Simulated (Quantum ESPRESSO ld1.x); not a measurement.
Species: the germanium ion Ge9+. Configuration: [Ar] 3d5. All-electron calculation, non-relativistic Kohn-Sham, LDA (Slater exchange, VWN5 correlation), spin-polarised, spherical densities, point nucleus; open shells are filled with parallel spins first. Program: ld1.x of Quantum ESPRESSO 7.5.

X-ray form factor f0, the Fourier transform of the density (f0(0) = 23):

sin(theta)/lambda (1/angstrom)  f0 (electrons)
0.05                                    22.894
0.1                                     22.582
0.15                                    22.077
0.2                                     21.399
0.25                                    20.577
0.3                                     19.641
0.4                                     17.560
0.5                                     15.406
0.6                                     13.380
0.8                                     10.134
1                                        8.060
1.25                                     6.610
1.5                                      5.748
2                                        4.416
